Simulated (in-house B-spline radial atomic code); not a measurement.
# Ionising Ge III (Ge2+) with different functionals

Computed with a radial B-spline atomic code at the basis-set limit: four-component Dirac-Coulomb Hamiltonian, Fermi nucleus of rms radius 4.0742 fm, spin-restricted, spherical fractional occupations for the functionals, and exact exchange of hybrids averaged over the configuration. The ionisation energy is the difference of two self-consistent energies, [Ar] 3d10 4s2 → [Ar] 3d10 4s1, without Breit or QED terms; ε is the level of the shell that loses the electron (mean over j).

```csv
method,rung,ΔSCF (eV),-ε(4s) (eV)
B3LYP,global hybrid,34.73,30.31
BHandHLYP,global hybrid,?,?
HSE06,range-separated hybrid,34.43,29.99
wB97X,range-separated hybrid,?,?
```

Task: What does BHandHLYP give?

Result: ΔSCF 34.02 eV, and -ε(4s) = 31.36 eV.

Task: What does wB97X give?

Result: ΔSCF 34.49 eV, and -ε(4s) = 32.97 eV.

Task: Among the functionals, which spreads more, the ΔSCF values or the orbital energies?

Result: The orbital energies: ΔSCF values span about 0.71 eV and the orbital energies 2.98 eV; here energy differences depend much less on the functional than eigenvalues do.

Task: How do they compare with the NIST value?

Result: NIST lists 34.058 eV ± 0.0012 (measured, ground level to ground level). Errors run from -0.04 to +0.67 eV; BHandHLYP is closest (-0.04 eV), but part of that can be cancellation, since the calculations leave out Breit-QED terms, spin polarisation.
